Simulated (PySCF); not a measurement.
Al(Me)(OMe)(PH2) (C2H8AlOP), SMILES [PH2][Al]([O]C)[CH3].

Geometry: PBE-D3(BJ)/def2-SVP. The structure was generated by enumeration; whether it is a known compound was not checked. One conformer was computed; it need not be the lowest.

Vertical ionisation energy (IE) and electron affinity (EA) in eV. Rows of orbital energies are one-electron estimates. Where ΔSCF, EOM or ADC give a negative EA the extra electron is unbound and the value depends on the basis.

```csv
level,IE,EA
"−ε(HOMO), −ε(LUMO), PBE0/def2-TZVP (PySCF)",7.05,0.48
"−ε(HOMO), −ε(LUMO), PBE/def2-TZVP (PySCF)",…,…
```

Complete the blanks. (An estimate is asked for; the answer gives what the named calculation found.)


- −ε(HOMO), −ε(LUMO), PBE/def2-TZVP (PySCF), IE: 5.91
- −ε(HOMO), −ε(LUMO), PBE/def2-TZVP (PySCF), EA: 1.24
